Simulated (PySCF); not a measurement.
Computed with PBE0-D4/def2-TZVP (PySCF). Gas-phase values, no solvent. One relaxed conformer stands for a flexible species; it need not be the lowest. 

Reference species (SMILES): `[Br][Al]([Br])[Br]` (neutral, multiplicity 1).

| Item | Result |
|---|---|
| HOMO | -8.64 eV |
| LUMO | -1.55 eV |

Changed species: `[OH][Al]([OH])[OH]` (3 of 3 Br replaced by OH; the reference has 0 of 3 Br replaced by OH).

### Question
What does the change do to the HOMO and LUMO?

### Answer
the HOMO falls by 0.38 eV, to -9.02 eV; the LUMO rises by 1.12 eV, to -0.43 eV.
